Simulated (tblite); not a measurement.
Species: C₉H₈F₂Si.
Numbering: `[F:1][CH:2]([F:3])[c:4]1[cH:5][cH:6][cH:7][c:8]2[c:9]1[CH:10]=[CH:11][SiH2:12]2` (hydrogens: H13 on C2; H14 on C5; H15 on C6; H16 on C7; H17 on C10; H18 on C11; H19, H20 on Si12)

Structure used (GFN2-xTB), in Å, numbered top down from 1:
```
atom  x, y, z in Å
F1    -2.3835   -1.6834   -1.1623
C2    -2.4318   -0.8876   -0.0584
F3    -2.4072   -1.7380    1.0049
C4    -1.2942    0.0930   -0.0198
C5    -1.5786    1.4552    0.0105
C6    -0.5578    2.3854    0.0515
C7     0.7665    1.9641    0.0642
C8     1.0701    0.6201    0.0325
C9     0.0333   -0.3309   -0.0103
C10    0.4831   -1.7168   -0.0407
C11    1.8066   -1.9148   -0.0232
Si12   2.7342   -0.2789    0.0368
H13   -3.4157   -0.3926   -0.0568
H14   -2.6084    1.7832    0.0018
H15   -0.7923    3.4391    0.0751
H16    1.5611    2.6955    0.0993
H17   -0.2390   -2.5179   -0.0756
H18    2.2286   -2.9057   -0.0438
H19    3.5292    0.0019   -1.1595
H20    3.4907   -0.0601    1.2706
```

Calculated harmonic vibrations of the isolated species, GFN2-xTB (tblite), most abundant isotopes, no scaling. Errors from tens to a few hundred cm⁻¹ against measured bands are possible. Modes of hydrogen on silicon can be 10 to 20 % off. One conformer, not necessarily the lowest.

How many normal modes are there?

20 atoms, non-linear: 3N − 6 = 54.

What is the point group of the computed structure, and how do the modes divide by symmetry?

Cs. The vibrations span 35 a′ + 19 a″.

How many distinct wavenumbers does the calculation give?

54: Cs has no degenerate species.

How many fundamentals are allowed in the infrared by symmetry?

54 of 54: in Cs every mode is allowed. All fundamentals are allowed in the Raman spectrum.

What zero-point energy do the modes add up to?

½Σν̃ = 30150 cm⁻¹ = 86.2 kcal/mol (54 modes), 39.4 kcal/mol of it from above 1550 cm⁻¹.

How far is the lowest real mode excited at 298.15 K, as a harmonic oscillator?

θ = hcν̃/k = 87 K for 60.6 cm⁻¹, so N1/N0 = 0.75 and ⟨v⟩ = 1/(exp(θ/T) − 1) = 2.9.
